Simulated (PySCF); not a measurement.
**Simulated absorption spectrum**

Species: C5H8O2S.
SMILES: `CC#CCS(=O)(C)=O`

Method: TDDFT CAM-B3LYP/def2-SVPD, vertical, gas phase, core orbitals frozen in the response (PySCF 2.14.0, density-fitted response routines). One conformer (not necessarily the lowest) at the PBE0-D3(BJ)/def2-SVP geometry, without solvent, vibrations or thermal averaging. Torsions of this conformer, `[CH3:1][C:2]#[C:3][CH2:4][S:5]([CH3:6])(=[O:7])=[O:8]`: C3–C4–S5–C6 60°.

Each state is given a Gaussian of 0.5 eV full width at half maximum, with ε(max) = 2.175×10⁸ f / Δν̃ (Δν̃ the width in cm⁻¹). The width is an assumption, not a result. The curve ends short of the highest state used, and states not computed would add to its high-energy end.

```json
{"λ (nm)": "173.9", "ε (L mol⁻¹ cm⁻¹)": "461"}
{"λ (nm)": "175.5", "ε (L mol⁻¹ cm⁻¹)": "461"}
{"λ (nm)": "177.1", "ε (L mol⁻¹ cm⁻¹)": "476"}
{"λ (nm)": "178.7", "ε (L mol⁻¹ cm⁻¹)": "534"}
{"λ (nm)": "180.3", "ε (L mol⁻¹ cm⁻¹)": "662"}
{"λ (nm)": "181.9", "ε (L mol⁻¹ cm⁻¹)": "877"}
{"λ (nm)": "183.5", "ε (L mol⁻¹ cm⁻¹)": "1174"}
{"λ (nm)": "185.1", "ε (L mol⁻¹ cm⁻¹)": "1521"}
{"λ (nm)": "186.7", "ε (L mol⁻¹ cm⁻¹)": "1866"}
{"λ (nm)": "188.3", "ε (L mol⁻¹ cm⁻¹)": "2149"}
{"λ (nm)": "189.9", "ε (L mol⁻¹ cm⁻¹)": "2317"}
{"λ (nm)": "191.5", "ε (L mol⁻¹ cm⁻¹)": "2340"}
{"λ (nm)": "193.0", "ε (L mol⁻¹ cm⁻¹)": "2230"}
{"λ (nm)": "194.6", "ε (L mol⁻¹ cm⁻¹)": "1997"}
{"λ (nm)": "196.2", "ε (L mol⁻¹ cm⁻¹)": "1687"}
{"λ (nm)": "197.8", "ε (L mol⁻¹ cm⁻¹)": "1349"}
{"λ (nm)": "199.4", "ε (L mol⁻¹ cm⁻¹)": "1023"}
{"λ (nm)": "201.0", "ε (L mol⁻¹ cm⁻¹)": "738"}
{"λ (nm)": "202.6", "ε (L mol⁻¹ cm⁻¹)": "508"}
{"λ (nm)": "204.2", "ε (L mol⁻¹ cm⁻¹)": "334"}
{"λ (nm)": "205.8", "ε (L mol⁻¹ cm⁻¹)": "210"}
{"λ (nm)": "207.4", "ε (L mol⁻¹ cm⁻¹)": "127"}
{"λ (nm)": "209.0", "ε (L mol⁻¹ cm⁻¹)": "74"}
{"λ (nm)": "210.6", "ε (L mol⁻¹ cm⁻¹)": "42"}
{"λ (nm)": "212.2", "ε (L mol⁻¹ cm⁻¹)": "23"}
{"λ (nm)": "213.8", "ε (L mol⁻¹ cm⁻¹)": "12"}
{"λ (nm)": "215.4", "ε (L mol⁻¹ cm⁻¹)": "6"}
{"λ (nm)": "217.0", "ε (L mol⁻¹ cm⁻¹)": "3"}
{"λ (nm)": "218.6", "ε (L mol⁻¹ cm⁻¹)": "1"}
{"λ (nm)": "220.2", "ε (L mol⁻¹ cm⁻¹)": "1"}
{"λ (nm)": "221.8", "ε (L mol⁻¹ cm⁻¹)": "0"}
{"λ (nm)": "223.3", "ε (L mol⁻¹ cm⁻¹)": "0"}
{"λ (nm)": "224.9", "ε (L mol⁻¹ cm⁻¹)": "0"}
{"λ (nm)": "226.5", "ε (L mol⁻¹ cm⁻¹)": "0"}
{"λ (nm)": "228.1", "ε (L mol⁻¹ cm⁻¹)": "0"}
{"λ (nm)": "229.7", "ε (L mol⁻¹ cm⁻¹)": "0"}
```

Problem. Locate the maxima and give the states behind the curve.

Solution. 191 nm (6.49 eV), ε about 2300, made up of S2 (99%) (ε in L mol⁻¹ cm⁻¹; maxima over ε = 5, shares over 10%). At its high-energy end, 7.13 eV, the curve is still rising (ε about 460, from S4 and S5). The states used: S1 6.15 eV (f 0.0000); S2 6.49 eV (f 0.043); S3 6.69 eV (f 0.0004); S4 7.03 eV (f 0.0017); S5 7.16 eV (f 0.0061); S6 7.73 eV (f 0.026).

Problem. Coming from long wavelengths, where does ε first pass 100 L mol⁻¹ cm⁻¹?

Solution. At about 208 nm (5.96 eV), 0.19 eV below S1.

Problem. What would ε be at 6.49 eV, the highest of these maxima, with half the width (0.25 eV)?

Solution. About 4660 L mol⁻¹ cm⁻¹ against 2350, a factor of about 1.99; a lone state at its own centre would give exactly 2.

Problem. On this curve, what absorbance would a 10⁻⁴ mol/L sample give at 193 nm over a 1 cm path?

Solution. 193 nm is 6.424 eV, where ε is about 2200 L mol⁻¹ cm⁻¹, so A = ε c l ≈ 0.22 (Beer–Lambert, with the gas-phase spectrum and the assumed width).
